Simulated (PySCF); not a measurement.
A structure optimised at r2SCAN-D4/def2-SVP, used in a PySCF frequency run:

```xyz
11

F     -2.0253     1.2116    -0.3166
Si    -1.0228    -0.0417    -0.6091
C     -0.5658    -0.9330     1.0202
N      0.6645    -0.8918     1.3847
Si     1.7279    -0.0261     0.2573
N      0.5864     0.4400    -0.9880
H     -1.7125    -0.8250    -1.6679
H     -1.2949    -1.4564     1.6748
H      2.3688     1.1198     0.9615
H      2.7907    -0.9442    -0.2407
H      0.8438     0.9110    -1.8501
```

Question: Write its SMILES and formula.

Answer: F[Si@@H]1C=N[SiH2]N1, CH5FN2Si2

Question: What are its rotational constants (standard atomic weights)?

Answer: 4.5466, 1.8570, 1.5010 GHz
